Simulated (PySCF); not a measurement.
Species: `N[SiH2][SiH2]C1CC1`. The columns A, B, C and D hold Mulliken, IAO, Hirshfeld and ESP-fitted charges (e) of one PBE0/pcSseg-1 density (PySCF), in a shuffled order. Coordinates in Å (GFN2-xTB); the density's dipole moment is (0.19, -0.37, 0.93) D.

```tsv
atom	x	y	z	A	B	C	D
N1	3.202	-0.188	0.513	-0.321	-1.037	-0.630	-0.835
Si2	1.640	0.540	0.606	+0.278	+0.631	+0.424	+0.601
Si3	0.263	-0.744	-0.725	+0.245	+0.173	+0.387	+0.448
C4	-1.555	-0.397	-0.360	-0.134	-0.288	-0.527	-0.405
C5	-1.983	0.937	0.184	-0.089	-0.254	-0.219	-0.282
C6	-2.040	-0.272	1.057	-0.091	-0.297	-0.210	-0.284
H7	3.980	0.275	0.954	+0.118	+0.393	+0.194	+0.261
H8	3.290	-1.183	0.638	+0.112	+0.375	+0.192	+0.258
H9	1.159	0.691	1.999	-0.096	-0.162	-0.100	-0.157
H10	1.880	1.912	0.138	-0.083	-0.120	-0.077	-0.120
H11	0.436	-0.503	-2.167	-0.079	-0.073	-0.057	-0.104
H12	0.445	-2.199	-0.547	-0.082	-0.062	-0.067	-0.111
H13	-2.262	-0.859	-1.041	+0.044	+0.185	+0.148	+0.152
H14	-2.913	1.362	-0.166	+0.048	+0.150	+0.132	+0.150
H15	-1.221	1.676	0.388	+0.041	+0.100	+0.147	+0.137
H16	-3.008	-0.679	1.310	+0.048	+0.152	+0.131	+0.149
H17	-1.319	-0.355	1.857	+0.039	+0.132	+0.134	+0.141
```

Q: Which column most likely holds the ESP-fitted charges?

A: B. Σ q r misses the density's dipole by 0.05 D (B), 0.61 D (D), 0.72 D (A), 0.78 D (C). Charges fitted to the outside potential are the only set here that is tied to the molecule's multipoles.

Q: And the Hirshfeld charges?

A: A. The mean sizes are 0.115 e (A), 0.222 e (C), 0.270 e (B), 0.270 e (D), and Hirshfeld charges are commonly the smallest of these schemes.

As computed, A = Hirshfeld, B = ESP-fitted, C = Mulliken, D = IAO. Hydrogens on carbon: Hirshfeld +0.04 to +0.05, ESP-fitted +0.10 to +0.18, Mulliken +0.13 to +0.15, IAO +0.14 to +0.15 e.

The IAO scheme counts the electrons in orthogonalised intrinsic atomic orbitals, a minimal basis polarised so that it spans the occupied orbitals exactly. The Hirshfeld scheme divides the density at each point in proportion to the densities of the neutral, spherically averaged free atoms.

Isolated species at its GFN2-xTB geometry (one conformer only).

Conformer computed: `[NH2:1][SiH2:2][SiH2:3][CH:4]1[CH2:5][CH2:6]1`: N1–Si2–Si3–C4 164°, Si2–Si3–C4–C5 27°, H–N1–Si2–Si3 174°, H–N1–Si2–Si3 -48°.
